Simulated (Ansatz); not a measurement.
Stepwise reaction of `[SiH3][SbH2]` with methanol, as a gas-phase model of exchange steps in deposition or etching. ΔE in kJ/mol; ΔG adds harmonic PBE0-D4 terms to CCSD(T)/CBS, at 1 bar.

Computed with Ansatz on PBE0-D4/def2-TZVP structures; ΔE is electronic, products minus reactants. CBS: MP2 limit from def2 TZ/QZ plus the TZ coupled-cluster correction, frozen cores. This one scheme is used for every species. Functionals use def2-TZVPP. B3LYP here is the variant with VWN-RPA as its local correlation; programs differ in this. def2 core potentials past Kr. For Sb outer-core shells are correlated without core-valence functions, which leaves a few kJ/mol of doubt a bond. Each species was taken in one conformer, which may not be the lowest.

```csv
step,reaction,PBE-D4,B3LYP-D4,ωB97M-V,CCSD(T)/CBS,ΔG(500 K)
2,`C[O][SbH][SiH3]` + CH₃OH → `C[O][Sb]([SiH3])[O]C` + H₂,-10.8,-10.9,-3.7,-10.7,-6.1
```

**Question.** Give the row of step 1, `[SiH3][SbH2]` + CH₃OH → `C[O][SbH][SiH3]` + H₂. (An estimate is asked.)

**Answer.** Computed: 
```
step                                         reaction  PBE-D4  B3LYP-D4  ωB97M-V  CCSD(T)/CBS  ΔG(500 K)
   1  `[SiH3][SbH2]` + CH₃OH → `C[O][SbH][SiH3]` + H₂    27.4      25.9     34.3         28.1       30.2
```

**Question.** By hand: ΔE of the 2 steps together at CCSD(T)/CBS.

**Answer.** (28.1) + (-10.7) = 17.4 kJ/mol, or 8.7 kJ/mol a step.

In ΔE each step is lower than the one before. ΔG lies between -6.1 and 30.2 kJ/mol a step. PBE-D4 differs from CCSD(T)/CBS by -0.7 to -0.1 kJ/mol a step. Isolated molecules leave out the surface, adducts and barriers. Largest T1 diagnostic: 0.015.
